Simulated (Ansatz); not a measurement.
FH₂O₂Sc (`[OH][Sc]([OH])[F]`), charge 0, multiplicity 1.

Give a relaxed structure at PBE0-D4/def2-TZVP (Ansatz). (An estimate is asked.)

Ansatz gave: 
Cartesian coordinates in Å:
```
O -1.085 -0.203 -1.276
Sc -0.263 0.040 0.376
O 1.587 0.127 0.566
F -1.325 0.204 1.889
H -1.451 -0.329 -2.145
H 2.538 0.161 0.590
```
Point group C2v.
